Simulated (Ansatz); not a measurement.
Molecule: C₂H₆BS (charge 0, doublet). It need not be the lowest isomer of its formula. 
Geometry from a B3LYP-D3(BJ)/def2-TZVP (Ansatz, a first-principles code) optimisation:
SMILES: CB([S])C
```xyz
10

C      1.3441    -0.9914     0.5694
B     -0.0076    -0.2791     0.1614
C     -1.3962    -0.9322     0.5433
S      0.0337     1.2437    -0.7194
H      1.3629    -1.9977     0.1388
H      2.2533    -0.4734     0.2671
H      1.3674    -1.1200     1.6563
H     -1.4457    -1.0593     1.6295
H     -1.4502    -1.9370     0.1120
H     -2.2763    -0.3757     0.2240
```
Charge 0, spin multiplicity 2.

Basis-set convergence of Hartree-Fock and MP2 correlation energies (hartree) with Ansatz. Valence correlation only, unless marked. Open shells are spin-unrestricted. Spin-orbit coupling is left out. No relativistic terms.

```tsv
basis	functions	E(HF)	E(corr, MP2)
aug-cc-pV(D+d)Z	155	-501.48987	-0.50299
aug-cc-pV(T+d)Z	331	-501.52773	-0.60981
aug-cc-pV(Q+d)Z	605	-501.53668	-0.64584
```

Extrapolating the two largest sets (X = 3 and 4) as X^-3: E(corr) = (64·(-0.64584) - 27·(-0.60981))/37 = -0.6721 Eh, an estimate of the basis-set limit. The largest set recovers 96.1 % of it, the smallest 74.8 %.
